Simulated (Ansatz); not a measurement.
`C[Se][SnH]([Cl])[Cl]` + `[NH2][Al]([NH2])[OH]` → `C[O][Al]([NH2])[NH2]` + `[Cl][SnH]([Cl])[SeH]`  (substitution at a C–Se bond)

Calculated with Ansatz (gas phase, PBE0-D4/def2-TZVP geometries, no zero-point term in ΔE). CBS: MP2 limit from def2 TZ/QZ plus the TZ coupled-cluster correction, frozen cores. This one scheme is used for every species. Functionals use def2-TZVPP. B3LYP here is the variant with VWN-RPA as its local correlation; programs differ in this. HSE06 is defined as in plane-wave codes. def2 core potentials past Kr. For Se, Sn outer-core shells are correlated without core-valence functions, which leaves a few kJ/mol of doubt a bond. Scalar relativity is left out up to krypton. Each species was taken in one conformer, which may not be the lowest.

```csv
level,ΔE (kJ/mol),difference from CCSD(T)/CBS
LDA (SPW92),55.4,-10.6
PBE-D4,60.8,-5.2
revPBE-D4,62.4,-3.6
BLYP-D4,58.1,-7.9
r2SCAN-D4,59.4,-6.6
B97M-V,55.3,-10.7
PBE0-D4,59.5,-6.5
B3LYP-D4,56.5,-9.5
r2SCANh-D4,59.2,-6.8
r2SCAN0-D4,58.9,-7.1
HSE06-D4,59.5,-6.5
BHLYP-D4,54.2,-11.8
CAM-B3LYP-D4,52.0,-14.0
ωB97X-V,55.6,-10.4
B2PLYP,57.9,-8.1
PBE-QIDH,61.9,-4.1
PBE,57.4,-8.6
revPBE,56.4,-9.6
BLYP,51.1,-14.9
r2SCAN,58.7,-7.3
PBE0,56.4,-9.6
B3LYP,50.8,-15.2
r2SCANh,58.4,-7.6
r2SCAN0,57.9,-8.1
HSE06,56.6,-9.4
BHLYP,48.9,-17.1
CAM-B3LYP,48.7,-17.3
LC-ωPBE,54.3,-11.7
HF/def2-SVP,26.8,-39.2
MP2/def2-SVP,46.3,-19.7
CCSD/def2-SVP,35.3,-30.7
CCSD(T)/def2-SVP,36.9,-29.1
HF/def2-TZVPP,41.8,-24.2
MP2/def2-TZVPP,71.7,5.7
SCS-MP2/def2-TZVPP,64.1,-1.9
CCSD/def2-TZVPP,58.9,-7.1
HF/def2-QZVPP,41.3,-24.7
SCS-MP2/def2-QZVPP,66.2,0.2
HF/CBS(def2),41.2,-24.8
CCSD/CBS(def2),62.9,-3.1
CCSD(T)/CBS,66.0,0
```

Largest T1 diagnostic among the species: 0.011.

In def2-TZVPP, CCSD(T) changes the Hartree–Fock value by +20.2 kJ/mol (the triples alone add +3.1 kJ/mol) and MP2 by +29.9 kJ/mol. Leaving LDA and LC-ωPBE aside and taking each functional with its dispersion term where it has one, the values spread over 10.4 kJ/mol, from CAM-B3LYP-D4 to revPBE-D4. The D4 term adds +5.7 kJ/mol with B3LYP and +3.0 kJ/mol with PBE0; it sums over pairs of atoms, weighted by their polarisabilities, and B3LYP, whose exchange is more repulsive, gets the larger term.

CCSD(T)/CBS has its own doubt, a few kJ/mol and more with outer-core shells, so smaller differences from it don't rank the levels.
